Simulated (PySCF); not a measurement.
Working out the ionisation energy of Pt

Pt [Xe] 4f14 5d9 6s1 (3D) → Pt⁺ [Xe] 4f14 5d9 (2D). Computed with PySCF 2.14 in aug-cc-pV5Z-PP with ECP60MDF (8s8p7d5f4g3h2i, 197 functions), with a scalar-relativistic core potential. Frozen: 5s2 5p6. Energies in hartree (1 hartree = 27.21139 eV):

```tsv
part	Pt (lower)	Pt⁺ (upper)
UHF	-118.516370	-118.238350
MP2 opposite-spin	-0.239254	-0.206030
MP2 same-spin	-0.121339	-0.099133
```

**Question.** What does Hartree-Fock give?

**Answer.** (-118.238350) − (-118.516370) = 0.278020 hartree = 7.565 eV.

**Question.** What do MP2 and SCS-MP2 (6/5 opposite-spin, 1/3 same-spin) give?

**Answer.** The opposite-spin parts differ by 0.904 eV and the same-spin parts by 0.604 eV. MP2: 7.565 + (0.904) + (0.604) = 9.073 eV. SCS-MP2: 7.565 + 1.2 × (0.904) + (0.604)/3 = 8.851 eV.

Reference: 8.959 eV (measured; NIST Atomic Spectra Database, ionization energies), between the lowest levels; spin-orbit coupling is absent from the calculation.

What remains against the reference includes basis incompleteness, the frozen core and correlation beyond second order.
